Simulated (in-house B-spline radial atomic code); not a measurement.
Successive ionisation energies of rhodium; each step leads to the configuration of the next row (after the last: bare). Dirac energy differences include first-order Breit, QED and recoil terms. NIST's values go from ground level to ground level; the uncertainty of those that are theory runs from under 0.1 % in few-electron ions to several per cent in heavy many-electron ones. Computed with an all-electron radial atomic-structure program (B-spline basis): Dirac-Hartree-Fock, jj configuration that fills j = l - 1/2 first, finite nuclei.

A number in brackets counts the electrons of a j subshell.

```
  ion               configuration  ionisation energy (eV)  tabulated value (eV)    tabulated kind  computed minus tabulated (eV)  highest orbital  largest mean radius (bohr)
Rh27+                [Ne] 3s2 3p6                  1544.2                  1544    semi-empirical                              0            3p3/2                     0.35291
Rh28+  [Ne] 3s2 3p1/2(2) 3p3/2(3)                  1610.7                1604.9    semi-empirical                              6            3p3/2                     0.35054
Rh29+  [Ne] 3s2 3p1/2(2) 3p3/2(2)                       ?                     ?    semi-empirical                              ?                ?                           ?
Rh30+  [Ne] 3s2 3p1/2(2) 3p3/2(1)                  1746.4                  1763    semi-empirical                            -17            3p3/2                     0.34591
Rh31+           [Ne] 3s2 3p1/2(2)                  1846.0                  1851    semi-empirical                             -5            3p1/2                     0.34364
Rh32+           [Ne] 3s2 3p1/2(1)                  1920.0                  1903    semi-empirical                             17            3p1/2                     0.34136
Rh33+                    [Ne] 3s2                  2056.3                  2063    semi-empirical                             -7            3s1/2                     0.33911
Rh34+                    [Ne] 3s1                  2128.4               2129.22    semi-empirical                             -1            3s1/2                     0.33663
Rh35+                [He] 2s2 2p6                  5011.0                  5018    semi-empirical                             -7            2p3/2                     0.13843
Rh36+  [He] 2s2 2p1/2(2) 2p3/2(3)                  5203.6                  5203    semi-empirical                              1            2p3/2                     0.13746
Rh37+  [He] 2s2 2p1/2(2) 2p3/2(2)                       ?                     ?    semi-empirical                              ?                ?                           ?
Rh38+  [He] 2s2 2p1/2(2) 2p3/2(1)                  5597.8                  5600    semi-empirical                             -2            2p3/2                     0.13555
Rh39+           [He] 2s2 2p1/2(2)                  5947.3                  5940    semi-empirical                              7            2p1/2                     0.13461
Rh40+           [He] 2s2 2p1/2(1)                  6166.8                  6161    semi-empirical                              6            2p1/2                     0.13365
Rh41+                    [He] 2s2                  6436.8                  6444    semi-empirical                             -7            2s1/2                     0.13269
Rh42+                    [He] 2s1                  6623.0              6623.262  tabulated theory                              0            2s1/2                     0.13182
Rh43+                         1s2                       ?                     ?  tabulated theory                              ?                ?                           ?
Rh44+                         1s1                 28312.0              28312.03  tabulated theory                              0            1s1/2                    0.032102
```

Q: Fill in the row of Rh29+.

A: ionisation energy (eV): 1678.1; tabulated value (eV): 1677.6; computed minus tabulated (eV): 0; highest orbital: 3p3/2; largest mean radius (bohr): 0.34821.

Q: Fill in the row of Rh37+.

A: ionisation energy (eV): 5399.2; tabulated value (eV): 5406; computed minus tabulated (eV): -7; highest orbital: 2p3/2; largest mean radius (bohr): 0.1365.

Q: Fill in the row of Rh43+.

A: ionisation energy (eV): 27484.7; tabulated value (eV): 27486.98; computed minus tabulated (eV): -2; highest orbital: 1s1/2; largest mean radius (bohr): 0.032386.

Q: Where is the largest jump?

A: From Rh42+ to Rh43+, by a factor of 4.15 (6623 to 27485 eV); the highest orbital goes from 2s1/2 to 1s1/2.

Q: How far is this level of theory from the measured and semi-empirical values?

A: Over those 15 rows the differences run from -16.6 to +17 eV (mean absolute value 6 eV). The calculation leaves out correlation and, in open shells, the multiplet splittings that an average leaves out.
